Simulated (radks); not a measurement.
Values are calculated unless marked as measured or tabulated.
Species: the ytterbium ion Yb37+. Configuration: [Ar] 3d10 4s2 4p3. Code: a radial shooting solver on a logarithmic mesh with Libxc functionals. Model: Dirac Kohn-Sham, LB94 model potential, spin-unpolarised, spherical densities, finite nucleus; open shells fill j = l - 1/2 first; Fermi nuclear charge, rms radius 5.3108 fm.

Unscreened Slater integrals over Kohn-Sham orbitals (hartree). Large and small components are both included. Empty in this configuration: 4d3/2.

\begin{tabular}{lr}
integral & value \\ \hline
F0(4p3/2,4p3/2) & 1.9962 \\
F2(4p3/2,4p3/2) & 1.0370 \\
F0(4p3/2,4p1/2) & 2.0401 \\
G2(4p3/2,4p1/2) & 1.0423 \\
F0(4p3/2,4s1/2) & 2.0324 \\
G1(4p3/2,4s1/2) & 1.3654 \\
F0(4p3/2,3d5/2) & 2.5344 \\
F2(4p3/2,3d5/2) & 0.72803 \\
G1(4p3/2,3d5/2) & 0.23520 \\
G3(4p3/2,3d5/2) & 0.23795 \\
F0(4p3/2,4d3/2) & 2.0205 \\
F2(4p3/2,4d3/2) & 1.0281 \\
G1(4p3/2,4d3/2) & 1.2540 \\
G3(4p3/2,4d3/2) & 0.80913 \\
F0(4p1/2,4p1/2) & 2.0888 \\
F0(4p1/2,4s1/2) & 2.0797 \\
G1(4p1/2,4s1/2) & 1.3916 \\
F0(4p1/2,3d5/2) & 2.6307 \\
G3(4p1/2,3d5/2) & 0.25489 \\
F0(4p1/2,4d3/2) & 2.0679 \\
G1(4p1/2,4d3/2) & 1.3226 \\
F0(4s1/2,4s1/2) & 2.0723 \\
F0(4s1/2,3d5/2) & 2.6014 \\
G2(4s1/2,3d5/2) & 0.24536 \\
F0(4s1/2,4d3/2) & 2.0595 \\
G2(4s1/2,4d3/2) & 1.0138 \\
F0(3d5/2,3d5/2) & 4.6856 \\
F2(3d5/2,3d5/2) & 2.3941 \\
F4(3d5/2,3d5/2) & 1.5417 \\
F0(3d5/2,4d3/2) & 2.6224 \\
F2(3d5/2,4d3/2) & 0.79025 \\
G2(3d5/2,4d3/2) & 0.31455 \\
G4(3d5/2,4d3/2) & 0.24966 \\
F0(4d3/2,4d3/2) & 2.0534 \\
F2(4d3/2,4d3/2) & 1.0407 \\
\end{tabular}
